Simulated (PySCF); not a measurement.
# Tl²⁺ (thallium, charge +2): TPSSh calculation

Configuration: [Xe] 4f14 5d9 6s1 6p1, one real determinant (an excited configuration). All numbers are calculated (PySCF 2.14, scalar relativity by spin-free X2C-1e, in aug-cc-pwCVTZ-DK3).

- Total energy: -20245.45 hartree
- One-electron energy: -27648.14 hartree
- Hartree (Coulomb) energy: 7788.35 hartree
- Exchange-correlation energy: -385.66 hartree
- ⟨S²⟩: 3.7512
- ⟨L²⟩: 8.014
- Sum of ⟨r⟩: 42.46 bohr
- Sum of ⟨r²⟩: 48.78 bohr²
- Traceless quadrupole moment −½Σ⟨3z² − r²⟩ along its main axis: -3.06 e·bohr²
- Langevin diamagnetic susceptibility: -38.6 ×10⁻⁶ cm³/mol
- Time after the integrals: roughly 19 core-seconds

| shell | electrons | mean orbital energy (eV) | spread (eV) | rms radius, mean of both spins (bohr) |
| --- | --- | --- | --- | --- |
| 1s α | 1 | -85388.2 | 0 | 0.0184 |
| 1s β | 1 | -85388.1 | 0 | 0.0184 |
| 2s α | 1 | -15238.6 | 0 | 0.0743 |
| 2s β | 1 | -15238.5 | 0 | 0.0743 |
| 2p α | 3 | -13176.5 | 0.177 | 0.0683 |
| 2p β | 3 | -13176.3 | 0.059 | 0.0683 |
| 3s α | 1 | -3666.4 | 0 | 0.189 |
| 3s β | 1 | -3666.4 | 0 | 0.189 |
| 3p α | 3 | -3067.7 | 0.282 | 0.192 |
| 3p β | 3 | -3067.6 | 0.215 | 0.192 |
| 3d α | 5 | -2416.5 | 0.328 | 0.176 |
| 3d β | 5 | -2416.4 | 0.134 | 0.176 |
| 4s α | 1 | -842.24 | 0 | 0.416 |
| 4s β | 1 | -842.07 | 0 | 0.416 |
| 4p α | 3 | -644.17 | 0.561 | 0.444 |
| 4p β | 3 | -644.03 | 0.418 | 0.444 |
| 4d α | 5 | -403.28 | 0.730 | 0.473 |
| 4d β | 5 | -403.11 | 0.407 | 0.473 |
| 5s α | 1 | -157.12 | 0 | 0.931 |
| 5s β | 1 | -156.21 | 0 | 0.931 |
| 4f α | 7 | -140.60 | 0.709 | 0.513 |
| 4f β | 7 | -140.39 | 0.441 | 0.513 |
| 5p α | 3 | -102.48 | 1.139 | 1.06 |
| 5p β | 3 | -101.36 | 0.084 | 1.06 |
| 5d α | 5 | -39.162 | 1.310 | 1.43 |
| 5d β | 4 | -37.912 | 0.283 | 1.43 |
| 6s α | 1 | -28.987 | 0 | 2.33 |
| 6p α | 1 | -19.228 | 0 | 2.90 |

⟨L²⟩ = 8.01 against 12 for a pure F term, so this real determinant mixes terms. Spin-orbit coupling, absent here, splits the open shell strongly.

Densities and radii are taken from the X2C orbitals without a picture-change correction, which distorts them close to the nucleus.
